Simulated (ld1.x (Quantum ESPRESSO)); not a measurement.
# Pr (Z = 59): one change to an RRKJ potential, before and after

```json
{"Element": "praseodymium (Pr)", "Generator": "ld1.x (Quantum ESPRESSO) 7.5", "Type": "norm-conserving RRKJ (Kleinman–Bylander form)", "Functional": "PBE", "Relativity": "non-relativistic", "Frozen core": "[Xe] 4f2", "Valence charge": "3", "Reference configuration": "5d1 6s1.75 6p0.25", "Partial waves": "6p (bound): rc 4.20 bohr; 5d (bound): rc 2.20 bohr; 6s (bound): rc 3.40 bohr", "Local potential": "the s channel", "Core correction": "Bessel-smoothed model core, default radius (core density twice the valence density)", "rho0": "0.001"}
```

All-electron outer shells of the reference configuration (PBE, non-relativistic, ld1.x):

| shell | level (eV) | outermost node (bohr) | outermost maximum (bohr) |
| --- | --- | --- | --- |
| 5p | -23.96 | 0.80 | 1.53 |
| 4f | -10.11 | – | 0.66 |
| 5d | -3.87 | 0.89 | 2.06 |
| 6s | -3.71 | 1.86 | 3.85 |
| 6p | -1.56 | 2.14 | 4.88 |

Change: wave 5d (bound): rc 2.20 bohr becomes 5d (bound): rc 1.58 bohr.

Cutoffs: the cutoffs (Ry, on a coarse ladder) from which the occupation-weighted sum of valence levels, in a spherical-Bessel basis at the reference potential, stays within 10 and 1 mRy of its value at 400 Ry; they do not see the model core or the augmentation charge, which bear on the density cutoff. Errors are all-electron minus pseudo energies relative to the spin-unpolarised reference configuration.

**Question.** How do hardness, ghosts and transferability respond?

**Answer.** The potential gets harder (12 Ry and 30 Ry → 40 Ry and 55 Ry); the errors of the 7 common tests hardly move; neither file shows a bound ghost. A smaller radius makes the pseudo-wave follow the all-electron one further in, where it bends more sharply, so more plane waves are needed.

| quantity | base | changed |
| --- | --- | --- |
| cutoff, loose | 12 Ry | 40 Ry |
| cutoff, tight | 30 Ry | 55 Ry |
| loose cutoff by channel (10 mRy a level) | p 6 Ry, d 12 Ry, s 6 Ry | p 6 Ry, d 40 Ry, s 6 Ry |
| bound ghosts | none | none |
| error for 5d1 6s2 6p0, meV [ΔE -0.53 eV] | -0.3 | -0.3 |
| error for 5d1 6s1 6p0, meV [ΔE 5.29 eV] | -1.8 | -1.8 |
| error for 5d1 6s0 6p0, meV [ΔE 15.98 eV] | -36 | -36 |
| error for 5d1 6s1 6p1, meV [ΔE 1.63 eV] | -3.5 | -3.5 |
| error for 5d1 6s1.5 6p0, meV [ΔE 1.80 eV] | -0.2 | -0.2 |
| error for 5d1 6s0 6p1, meV [ΔE 7.97 eV] | -18 | -18 |
| error for 5d0 6s2 6p1, meV [ΔE 2.38 eV] | -163 | -168 |
| s: phases at 4.55 bohr within 0.05 rad from the reference energy up to (Ry; the scan ends near 5) | 0.8 | 0.8 |
| p: phases at 4.55 bohr within 0.05 rad from the reference energy up to (Ry; the scan ends near 5) | 1.2 | 1.2 |
| d: phases at 4.55 bohr within 0.05 rad from the reference energy up to (Ry; the scan ends near 5) | 0.3 | 0.3 |
